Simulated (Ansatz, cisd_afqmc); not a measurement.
System: KOH, charge 0, triplet. This triplet is an excited state, 3.5 eV above the singlet at CCSD(T)/def2-QZVPP (Ansatz, an electronic-structure program). KOH (parent SMILES [K][OH], triplet).
B3LYP-D3(BJ)/def2-TZVP minimum from Ansatz:
```
O
H 1 0.9831
K 1 2.9200 2 112.45
```
Charge 0, spin multiplicity 3.

Total energies in def2-SVP, 8 correlated electrons, 10 frozen orbitals. Radicals and triplets start from unrestricted determinants; spin-orbit coupling is neglected. Correlated methods leave the cores frozen (noble-gas shells, and filled d and f shells in the p block). No relativity. AFQMC/CISD: phaseless, guided by CISD from CCSD amplitudes; bars are statistical, one sigma. Outlying blocks are dropped, and bars are widened where a walk drifts. Over all cases where full CI ran beside it in this data, AFQMC minus full CI had a median of +0.1 mEh and passed +0.4 mEh in a tenth of the cases. The spin of HKO (parent SMILES [OH][K], triplet) was assumed, and the state is the lowest solution found for it.

The bar of a AFQMC/CISD walk is widened from 0.13 to 0.17 mEh, since its error had not levelled off in the blocking analysis, or few joins of blocks were possible.

```
method         program         energy (Eh)  minus CCSDTQ (mEh)
----------  ----------  ------------------  ------------------
HF              Ansatz          -674.40730              168.19
MP2             Ansatz          -674.55819               17.29
CCSD            Ansatz          -674.57296                2.53
CCSD(T)         Ansatz          -674.57498                0.51
CCSDT(Q)        Ansatz          -674.57548                0.01
CCSDTQ          Ansatz          -674.57548                0.00
AFQMC/CISD  cisd_afqmc  -674.5754 ± 0.0002           0.0 ± 0.2
```

Rough core times of Ansatz's runs on a shared machine: CCSD(T) 40 s, CCSDT(Q) 80 s, CCSDTQ 10 min.
